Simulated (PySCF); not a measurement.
# A small calculation by hand: oscillator strength and radiative lifetime

Si(F)2(OH)2 (F2H2O2Si), SMILES O[Si](O)(F)F.

Geometry: ωB97X-D3(BJ)/def2-SVP. The values are those of a single conformer.

TDA-CAM-B3LYP/def2-SVPD run with PySCF puts the first singlet state with f over 0.02 at 8.78 eV (vertical), with the transition dipole (-0.072, 0.182, 0.535) in atomic units.

Problem. Find the oscillator strength, the wavelength and the radiative lifetime that this transition would have in vacuum if emission retraced absorption.

Solution. 
|μ|² = 0.3245 au, so |μ| = 1.45 D. ΔE = 8.78/27.211 = 0.3227 hartree. f = (2/3) ΔE |μ|² = 0.070 (the program prints 0.070).
λ = 1239.84/8.78 = 141 nm; ν = 70815 cm⁻¹.
Einstein's coefficient A = 0.6670 ν² f s⁻¹ (ν in cm⁻¹) = 2.3e8 s⁻¹, so τ = 1/A = 4.3 ns. This state is S2; the lower singlet has f = 0.004. The figure is the radiative limit of this one transition; relaxation, internal conversion, crossing to triplets and a medium change what is measured.
